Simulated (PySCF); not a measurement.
Computed shifts of a molecule C₃H₁₁NSi₂, PBE/pcSseg-1 (PySCF), GIAO, gas phase, atoms alike by connectivity averaged where their shifts nearly agree, in ppm (number of nuclei): ¹³C: 146.1 (1), 137.6 (1), 30.1 (1). ²⁹Si: -29.2 (1), -64.8 (1). ¹⁵N: 14.7 (1). ¹H: 6.14 (2), 5.31 (1), 4.76 (1), 4.54 (3), 2.63 (1), 2.09 (1), 0.46 (1), -0.06 (1). References: ¹³C against TMS (σ = 182.0 ppm); ²⁹Si against TMS (σ = 335.4 ppm); ¹⁵N against NH3 (σ = 267.0 ppm); ¹H against TMS (σ = 31.49 ppm), references at their B3LYP-D3(BJ)/def2-TZVP geometries, non-relativistic. Coordinates come from a PBE0-D3(BJ)/def2-SVP optimisation. One conformer was computed; it need not be the lowest.

Q: Which molecule gave these data?
A. C=C([SiH3])C[SiH2]N
B. [SiH3]/C=N\CC[SiH3]
C. C=CCN([SiH3])[SiH3]
D. C/C=N\C[SiH2][SiH3]

A: A, C=C([SiH3])C[SiH2]N
